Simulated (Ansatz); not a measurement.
Geometry optimisation, Ansatz, DFT PBE-D3(BJ), scalar-relativistic, plane waves, PAW.

Input file:

```yaml
crystal:
  lattice:
    - [7.67918, 0.0, 0.0]
    - [0.0, 15.358359, 0.0]
    - [0.0, 0.0, 20.614362]
  atoms:
    - { symbol: H, position: [0.40939201, 0.0, 0.04850987] }
    - { symbol: H, position: [0.09060797, 0.0, 0.04850987] }
    - { symbol: H, position: [0.90939198, 0.0, 0.04850987] }
    - { symbol: H, position: [0.59060795, 0.0, 0.04850987] }
    - { symbol: H, position: [0.40939201, 0.25, 0.04850987] }
    - { symbol: H, position: [0.09060797, 0.25, 0.04850987] }
    - { symbol: H, position: [0.90939198, 0.25, 0.04850987] }
    - { symbol: H, position: [0.59060795, 0.25, 0.04850987] }
    - { symbol: H, position: [0.40939201, 0.50000001, 0.04850987] }
    - { symbol: H, position: [0.09060797, 0.50000001, 0.04850987] }
    - { symbol: H, position: [0.90939198, 0.50000001, 0.04850987] }
    - { symbol: H, position: [0.59060795, 0.50000001, 0.04850987] }
    - { symbol: H, position: [0.40939201, 0.75000001, 0.04850987] }
    - { symbol: H, position: [0.09060797, 0.75000001, 0.04850987] }
    - { symbol: H, position: [0.90939198, 0.75000001, 0.04850987] }
    - { symbol: H, position: [0.59060795, 0.75000001, 0.04850987] }
    - { symbol: Si, position: [0.24999999, 0.0, 0.09049516] }
    - { symbol: Si, position: [0.74999997, 0.0, 0.09049516] }
    - { symbol: Si, position: [0.24999999, 0.25, 0.09049516] }
    - { symbol: Si, position: [0.74999997, 0.25, 0.09049516] }
    - { symbol: Si, position: [0.24999999, 0.50000001, 0.09049516] }
    - { symbol: Si, position: [0.74999997, 0.50000001, 0.09049516] }
    - { symbol: Si, position: [0.24999999, 0.75000001, 0.09049516] }
    - { symbol: Si, position: [0.74999997, 0.75000001, 0.09049516] }
    - { symbol: Si, position: [0.24999999, 0.125, 0.15634731] }
    - { symbol: Si, position: [0.74999997, 0.125, 0.15634731] }
    - { symbol: Si, position: [0.24999999, 0.37500001, 0.15634731] }
    - { symbol: Si, position: [0.74999997, 0.37500001, 0.15634731] }
    - { symbol: Si, position: [0.24999999, 0.62500001, 0.15634731] }
    - { symbol: Si, position: [0.74999997, 0.62500001, 0.15634731] }
    - { symbol: Si, position: [0.24999999, 0.87500002, 0.15634731] }
    - { symbol: Si, position: [0.74999997, 0.87500002, 0.15634731] }
    - { symbol: Si, position: [0.0, 0.125, 0.22219945] }
    - { symbol: Si, position: [0.49999998, 0.125, 0.22219945] }
    - { symbol: Si, position: [0.0, 0.37500001, 0.22219945] }
    - { symbol: Si, position: [0.49999998, 0.37500001, 0.22219945] }
    - { symbol: Si, position: [0.0, 0.62500001, 0.22219945] }
    - { symbol: Si, position: [0.49999998, 0.62500001, 0.22219945] }
    - { symbol: Si, position: [0.0, 0.87500002, 0.22219945] }
    - { symbol: Si, position: [0.49999998, 0.87500002, 0.22219945] }
    - { symbol: Si, position: [0.0, 0.0, 0.2880516] }
    - { symbol: Si, position: [0.49999998, 0.0, 0.2880516] }
    - { symbol: Si, position: [0.0, 0.25, 0.2880516] }
    - { symbol: Si, position: [0.49999998, 0.25, 0.2880516] }
    - { symbol: Si, position: [0.0, 0.50000001, 0.2880516] }
    - { symbol: Si, position: [0.49999998, 0.50000001, 0.2880516] }
    - { symbol: Si, position: [0.0, 0.75000001, 0.2880516] }
    - { symbol: Si, position: [0.49999998, 0.75000001, 0.2880516] }
    - { symbol: Si, position: [0.24999999, 0.04845345, 0.35196335] }
    - { symbol: Si, position: [0.74999997, 0.04845345, 0.35196335] }
    - { symbol: Si, position: [0.24999999, 0.20154656, 0.3344998] }
    - { symbol: Si, position: [0.74999997, 0.20154656, 0.3344998] }
    - { symbol: Si, position: [0.24999999, 0.54845346, 0.35196335] }
    - { symbol: Si, position: [0.74999997, 0.54845346, 0.35196335] }
    - { symbol: Si, position: [0.24999999, 0.70154657, 0.3344998] }
    - { symbol: Si, position: [0.74999997, 0.70154657, 0.3344998] }
    - { symbol: H, position: [0.24999999, 0.23449013, 0.40041801] }
    - { symbol: H, position: [0.74999997, 0.23449013, 0.40041801] }
    - { symbol: H, position: [0.24999999, 0.51550989, 0.41788156] }
    - { symbol: H, position: [0.74999997, 0.51550989, 0.41788156] }
    - { symbol: H, position: [0.24999999, 0.73449014, 0.40041801] }
    - { symbol: H, position: [0.74999997, 0.73449014, 0.40041801] }
    - { symbol: Ti, position: [0.24999999, 0.73449014, 0.49452715] }
    - { symbol: Cl, position: [0.08333333, 0.5885033, 0.43194942] }
    - { symbol: Cl, position: [0.01916544, 0.6681568, 0.53928284] }
    - { symbol: Cl, position: [0.48033888, 0.66772745, 0.53928284] }
    - { symbol: Cl, position: [0.24999999, 0.73449014, 0.60949554] }
basis:
  ecutwfc: 420.0
kpoints:
  mp_grid: { grid: [2, 1, 1] }
hamiltonian:
  xc: pbe
  dispersion: d3bj
  pseudopotentials: { kind: paw, azcp: { folder: soft_1 } }
scf:
  occupations: { method: gaussian, width: 0.02 }
  lower_state_search: "off"
relax:
  f_tol: 0.03
  max_steps: 60
  adjacent_minimum: "off"
  constraints:
    - { sites: [0, 1, 2, 3, 4, 5, 6, 7, 8, 9, 10, 11, 12, 13, 14, 15, 16, 17, 18, 19, 20, 21, 22, 23] }
```

Run as:

```bash
$ ansatz run input.yaml --threads 4 --pin off --max-ram 10240MiB --backend cpu --events-out ev --progress --plain --runs-dir out
```

Task: Where does it end, and by what steps?

Result: The forces met the threshold. The force dipped under the threshold on the way, but the program's further checks kept it going. Limits of this set-up: coarse k mesh, slab without dipole correction. After 31 steps the energy has fallen by 10.253 eV; Cl65 moved furthest, 2.86 Å. Parted: Si53–Cl64, H61–Ti63.

| step | energy less start (eV) | largest force component (eV/Å) | accepted |
| --- | --- | --- | --- |
| 0 | 0.0000 | 2.753 | yes |
| 2 | -5.5568 | 1.098 | yes |
| 4 | -7.4009 | 0.534 | yes |
| 6 | -8.1056 | 0.671 | yes |
| 8 | -8.6364 | 0.719 | yes |
| 10 | -9.2023 | 0.577 | yes |
| 12 | -9.6548 | 0.301 | yes |
| 14 | -10.0252 | 0.204 | yes |
| 16 | -10.1459 | 0.086 | yes |
| 18 | -10.2038 | 0.144 | yes |
| 20 | -10.2265 | 0.148 | yes |
| 22 | -10.2402 | 0.138 | yes |
| 24 | -10.2473 | 0.033 | yes |
| 26 | -10.2500 | 0.097 | yes |
| 28 | -10.2521 | 0.066 | yes |
| 30 | -10.2534 | 0.024 | yes |
| 31 | -10.2534 | 0.024 | yes |

```xyz
67
Lattice="7.6792 0.0000 0.0000 0.0000 15.3584 0.0000 0.0000 0.0000 20.6144" Properties=species:S:1:pos:R:3
H 3.144 0.000 1.000
H 0.696 0.000 1.000
H 6.983 0.000 1.000
H 4.535 0.000 1.000
H 3.144 3.840 1.000
H 0.696 3.840 1.000
H 6.983 3.840 1.000
H 4.535 3.840 1.000
H 3.144 7.679 1.000
H 0.696 7.679 1.000
H 6.983 7.679 1.000
H 4.535 7.679 1.000
H 3.144 11.519 1.000
H 0.696 11.519 1.000
H 6.983 11.519 1.000
H 4.535 11.519 1.000
Si 1.920 0.000 1.865
Si 5.759 0.000 1.865
Si 1.920 3.840 1.865
Si 5.759 3.840 1.865
Si 1.920 7.679 1.865
Si 5.759 7.679 1.865
Si 1.920 11.519 1.865
Si 5.759 11.519 1.865
Si 1.918 1.911 3.162
Si 5.758 1.924 3.150
Si 1.920 5.765 3.267
Si 5.759 5.759 3.270
Si 1.920 9.599 3.152
Si 5.759 9.598 3.150
Si 1.920 13.432 3.254
Si 5.760 13.445 3.270
Si -0.014 1.938 4.473
Si 3.850 1.939 4.471
Si 0.003 5.770 4.670
Si 3.837 5.770 4.671
Si -0.002 9.599 4.450
Si 3.840 9.598 4.452
Si 0.010 13.442 4.658
Si 3.831 13.442 4.658
Si 0.160 0.068 5.957
Si 3.688 0.070 5.953
Si 0.043 3.765 5.935
Si 3.796 3.765 5.934
Si -0.003 7.784 5.928
Si 3.842 7.783 5.930
Si -0.005 11.429 5.907
Si 3.844 11.430 5.908
Si 1.925 0.608 7.491
Si 5.764 0.800 6.650
Si 1.920 3.050 7.170
Si 5.760 3.165 7.072
Si 1.919 8.392 7.136
Si 5.759 8.413 7.143
Si 1.919 10.798 7.090
Si 5.759 10.828 7.129
H 1.920 3.722 8.516
H 5.759 3.452 8.546
H 1.916 7.877 8.545
H 5.762 7.888 8.549
H 1.917 11.365 8.481
H 5.760 11.394 8.516
Ti 1.939 11.037 11.056
Cl 0.103 10.018 10.415
Cl 1.947 10.923 13.238
Cl 3.745 9.979 10.392
Cl 1.963 13.172 10.560
```

Whether the end is a true minimum wasn't checked by a vibrational analysis.

Time of the run: 7.3 min on 4 threads of Intel(R) Xeon(R) Platinum 8223CL CPU @ 3.00GHz (Skylake/Cascade Lake), on a shared host, peak memory 4.5 GiB.
